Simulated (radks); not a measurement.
Values are calculated unless marked as measured or tabulated.
All-electron atom: the lead ion Pb+ in [Hg] 6p(up 0.5, down 0.5) (fractional occupations, a model configuration). Level of theory: scalar-relativistic Kohn-Sham, PBE, spin-polarised, spherical densities, point nucleus (a radial shooting solver on a logarithmic mesh with Libxc functionals). Some entries of the table are withheld. Estimate them.

orbital,occ.,eigenvalue (hartree),<1/r> (bohr^-1)
1s,2,-3239.319,101.5
2s,2,-579.6123,23.81
2p,6,-497.1061,20.91
3s,2,-139.3526,8.824
3p,6,-115.7013,7.979
3d,10,-91.60801,(1)
4s,2,-31.76985,3.800
4p,6,-24.02086,3.414
4d,10,-15.05987,3.069
5s,2,-5.58083,1.598
4f,14,-5.16689,2.675
5p,6,-3.43752,1.365
5d,10,-1.06031,1.010
6s,2,-0.70662,0.5687
6p,1,-0.36222,(2)

Answer. 
(1) 3d <1/r> (bohr^-1): 7.488
(2) 6p <1/r> (bohr^-1): 0.4166
